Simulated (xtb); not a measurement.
BrPb (SMILES [Br][Pb+]), charge +1, singlet, at a GFN2-xTB geometry (such geometries of metal compounds can be far from the true shape). Base run: GFN2-xTB (xtb).

Input for xtb:
```
$ xtb mol.xyz --gfn 2 --chrg 1 --json

# file mol.xyz
2

Pb    -0.00000000    -0.00000000    -0.73931040
Br     0.00000000     0.00000000     1.73209864
```

The base run was repeated with changes; each row names its change, and settings that it needs were set with it.

```json
[
 {"change": "base", "ΔE vs base (kJ/mol)": "0.00", "HOMO-LUMO gap (eV)": "3.00", "G_solv (kcal/mol)": "-", "SCF cycles": "15"},
 {"change": "alpb = acetone", "ΔE vs base (kJ/mol)": "-178.8", "HOMO-LUMO gap (eV)": "3.06", "G_solv (kcal/mol)": "-42.89", "SCF cycles": "13"},
 {"change": "gbsa = chcl3", "ΔE vs base (kJ/mol)": "-203.7", "HOMO-LUMO gap (eV)": "3.14", "G_solv (kcal/mol)": "-49.43", "SCF cycles": "11"},
 {"change": "file = coord", "ΔE vs base (kJ/mol)": "0.00", "HOMO-LUMO gap (eV)": "3.00", "G_solv (kcal/mol)": "-", "SCF cycles": "15"},
 {"change": "etemp = 1000", "ΔE vs base (kJ/mol)": "0.00", "HOMO-LUMO gap (eV)": "3.00", "G_solv (kcal/mol)": "-", "SCF cycles": "15"},
 {"change": "acc = 0.0001", "ΔE vs base (kJ/mol)": "0.00", "HOMO-LUMO gap (eV)": "3.00", "G_solv (kcal/mol)": "-", "SCF cycles": "18"},
 {"change": "acc = 30", "ΔE vs base (kJ/mol)": "0.00", "HOMO-LUMO gap (eV)": "3.00", "G_solv (kcal/mol)": "-", "SCF cycles": "13"},
 {"change": "etemp = 5000", "ΔE vs base (kJ/mol)": "-10.03", "HOMO-LUMO gap (eV)": "3.15", "G_solv (kcal/mol)": "-", "SCF cycles": "14"},
 {"change": "etemp = 3000", "ΔE vs base (kJ/mol)": "-0.62", "HOMO-LUMO gap (eV)": "3.02", "G_solv (kcal/mol)": "-", "SCF cycles": "15"},
 {"change": "acc = 0.1", "ΔE vs base (kJ/mol)": "0.00", "HOMO-LUMO gap (eV)": "3.00", "G_solv (kcal/mol)": "-", "SCF cycles": "16"}
]
```

ALPB and GBSA are two models with their own fitted parameters for each solvent, which aren't always the measured dielectric constant.
